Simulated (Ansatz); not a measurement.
Reaction (hydrogenolysis of a C–Al bond): `CO[CH2][AlH2]` + H₂ → `COC` + `[AlH3]`

Isolated molecules relaxed with PBE0-D4/def2-TZVP in Ansatz; ΔE leaves out vibrations. CBS: MP2 limit from def2 TZ/QZ plus the TZ coupled-cluster correction, frozen cores. This one scheme is used for every species. Functionals use def2-TZVPP. B3LYP here is the variant with VWN-RPA as its local correlation; programs differ in this. Each species was taken in one conformer, which may not be the lowest.

`CO[CH2][AlH2]`:

```xyz
11

C     0.119    0.905   -1.643
O     0.552    0.014   -0.652
C    -0.328   -0.047    0.449
Al    0.324   -1.310    1.815
H     0.038    1.929   -1.253
H     0.852    0.888   -2.451
H    -0.863    0.612   -2.044
H    -0.461    0.955    0.900
H    -1.344   -0.339    0.124
H     1.675   -2.118    1.634
H    -0.565   -1.490    3.121
```

H₂:

Z-matrix (Å, degrees):
```
H
H 1 0.746
```

`COC`:

Cartesian coordinates in Å:
```
C -0.291 -0.058 1.123
O 0.584 0.549 0.216
C 0.360 0.122 -1.097
H -1.341 0.176 0.891
H -0.056 0.323 2.117
H -0.176 -1.152 1.125
H -0.659 0.366 -1.434
H 1.075 0.635 -1.740
H 0.504 -0.963 -1.200
```

`[AlH3]`:

Z-matrix (Å, degrees):
```
Al
H 1 1.586
H 1 1.586 2 120.0
H 1 1.586 2 120.0 3 -179.9
```

| level | ΔE (kJ/mol) | difference from CCSD(T)/CBS |
| --- | --- | --- |
| CAM-B3LYP-D4 | -40.5 | -4.7 |
| ωB97X-V | -39.6 | -3.8 |
| ωB97M-V | -35.9 | -0.1 |
| BLYP | -39.4 | -3.6 |
| PBE0 | -40.8 | -5.0 |
| B3LYP | -43.5 | -7.7 |
| r2SCANh | -36.5 | -0.7 |
| CCSD/def2-SVP | -52.2 | -16.4 |
| CCSD/def2-TZVPP | -44.2 | -8.4 |
| SCS-MP2/def2-QZVPP | -39.1 | -3.3 |
| CCSD(T)/CBS | -35.8 | 0 |

Largest T1 diagnostic among the species: 0.010.

From BLYP to BHLYP (50 % exact exchange), in def2-TZVPP and without D4, ΔE moves by −11.0 kJ/mol. In def2-TZVPP, CCSD(T) changes the Hartree–Fock value by +26.4 kJ/mol (the triples alone add +4.9 kJ/mol) and MP2 by +31.0 kJ/mol. At CCSD(T), def2-SVP lies −13.1 kJ/mol from the extrapolated value and def2-TZVPP −3.5 kJ/mol.
